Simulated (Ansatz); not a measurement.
Born–Oppenheimer molecular dynamics of C₂H₅AlO₃ (11 atoms, charge 0, multiplicity 1). It starts from a relaxed structure.

Theory: RKS PBE0-D4/STO-3G in Ansatz 0.2.0.

| Quantity | Value |
| --- | --- |
| ensemble | NVE (velocity Verlet) |
| time step | 0.5 fs |
| steps asked | 300 |
| starting velocities drawn for | 300 K |
| seed | 82721 |

First frame:

```xyz
11
Properties=species:S:1:pos:R:3
O 1.429 -1.077 -1.391
C 1.332 -1.237 -0.136
Al -0.007 -0.198 0.801
O -0.304 -0.490 2.440
C -0.777 1.030 -0.458
O -0.710 0.490 -1.824
H 2.056 -1.967 0.334
H -1.040 0.147 2.723
H -1.840 1.263 -0.259
H -0.258 2.015 -0.396
H 0.183 -0.032 -1.813
```

Problem. How far do the bonds stretch over the last three quarters of this one trajectory? (Pairs bonded in most of those frames.)

Solution. 
```json
{"bond": "O1–C2", "mean (Å)": "1.270", "spread (Å)": "0.009", "shortest": "1.25", "longest": "1.29"}
{"bond": "C2–Al3", "mean (Å)": "1.939", "spread (Å)": "0.020", "shortest": "1.91", "longest": "1.99"}
{"bond": "C2–H7", "mean (Å)": "1.134", "spread (Å)": "0.031", "shortest": "1.08", "longest": "1.19"}
{"bond": "Al3–O4", "mean (Å)": "1.692", "spread (Å)": "0.010", "shortest": "1.67", "longest": "1.71"}
{"bond": "Al3–C5", "mean (Å)": "1.922", "spread (Å)": "0.019", "shortest": "1.89", "longest": "1.96"}
{"bond": "O4–H8", "mean (Å)": "1.015", "spread (Å)": "0.008", "shortest": "1.00", "longest": "1.03"}
{"bond": "C5–O6", "mean (Å)": "1.471", "spread (Å)": "0.012", "shortest": "1.45", "longest": "1.49"}
{"bond": "C5–H9", "mean (Å)": "1.108", "spread (Å)": "0.010", "shortest": "1.09", "longest": "1.13"}
{"bond": "C5–H10", "mean (Å)": "1.116", "spread (Å)": "0.004", "shortest": "1.11", "longest": "1.12"}
{"bond": "O6–H11", "mean (Å)": "1.037", "spread (Å)": "0.024", "shortest": "1.00", "longest": "1.08"}
```

Mean temperature of the second half: 151 K. The conserved energy stayed within 0.22 meV per atom of its start (net change 0.13 meV per atom), so the integration is sound. Over the second half the temperature averaged 0.50 of the 300 K drawn at the start: a run that starts near a minimum puts about half its kinetic energy into the potential. A run of 0.15 ps of so small a system gives no equilibrium averages. Limits of this set-up: minimal basis.

Time of the run: 21 min on 1 thread of Arm Neoverse N1, with other jobs on the host, peak memory 0.11 GiB.
